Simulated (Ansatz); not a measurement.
Geometry optimisation, RKS B3LYP/def2-SVP in Ansatz.

Input file:

```yaml
crystal:
  periodic: [false, false, false]
  atoms:
    - { symbol: Br, position_ang: [-3.04094, -0.82816, -1.13847] }
    - { symbol: B, position_ang: [-1.37065, -0.42807, -0.4434] }
    - { symbol: O, position_ang: [-0.63869, 0.58493, -0.65758] }
    - { symbol: C, position_ang: [0.61098, 0.98404, -0.18224] }
    - { symbol: In, position_ang: [0.61998, -1.20007, 1.10077] }
    - { symbol: H, position_ang: [1.28481, 1.11936, -1.03227] }
    - { symbol: H, position_ang: [0.49881, 1.93463, 0.34576] }
    - { symbol: H, position_ang: [2.03569, -2.16666, 2.00743] }
basis:
  gaussian: { orbitals: def2-SVP }
hamiltonian:
  xc: b3lyp
relax:
  f_tol: 0.02
  max_steps: 50
output:
  orbitals: {}
```

Run as:

```bash
$ ansatz run input.yaml --threads 2 --pin off --max-ram 3072MiB --backend cpu --events-out ev --progress --plain --runs-dir out
```

Task: Where does it end, and by what steps?

Result: The run converged. After 6 steps the energy has fallen by 0.754 eV; H8 moved furthest, 0.40 Å.

```csv
step,energy less start (eV),largest force component (eV/Å),accepted
0,0.0000,2.078,yes
1,-0.3918,1.751,yes
2,-0.6884,1.029,yes
3,-0.6637,1.694,no
4,-0.7479,0.217,yes
5,-0.7536,0.067,yes
6,-0.7539,0.012,yes
```

```xyz
8
Properties=species:S:1:pos:R:3
Br -2.978 -1.010 -0.986
B -1.229 -0.482 -0.373
O -0.690 0.695 -0.710
C 0.646 0.938 -0.157
In 0.612 -1.100 0.879
H 1.340 1.106 -0.996
H 0.603 1.854 0.453
H 1.695 -2.000 1.890
```

Whether the end is a true minimum wasn't checked by a vibrational analysis.

Run time: 37 s on 2 threads of Arm Neoverse V1, on a shared host, peak memory 0.31 GiB.
